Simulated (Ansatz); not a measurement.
ClFH3N2Ta, SMILES `[NH]=[Ta]([NH2])([F])[Cl]` at its PBE0-D4/def2-TZVP geometry, where that method's forces vanish. The species carries charge 0 and has multiplicity 1. Ta takes the def2 core potential.

```xyz
8

N    -0.0374   -1.5735    0.6416
Ta   -0.6286   -0.0333    0.0378
N     1.0062    0.8846   -0.5320
F    -1.7842   -0.2759   -1.4336
Cl   -1.6918    1.1611    1.7186
H     0.1851   -2.4935    0.9829
H     1.9451    0.5254   -0.4634
H     1.0055    1.8050   -0.9519
```

**Question.** What forces (eV/Å) does ωB97M-V/def2-TZVPP give on these atoms in Ansatz? (Best estimate.)

**Answer.** Ansatz gave: 
```
N1  -0.067  0.067 -0.026
Ta2  0.140 -0.281  0.036
N3   0.030  0.084 -0.046
F4  -0.037  0.019 -0.024
Cl5 -0.076  0.079  0.075
H6  -0.007  0.034 -0.014
H7  -0.018  0.025 -0.009
H8   0.034 -0.027  0.010
```
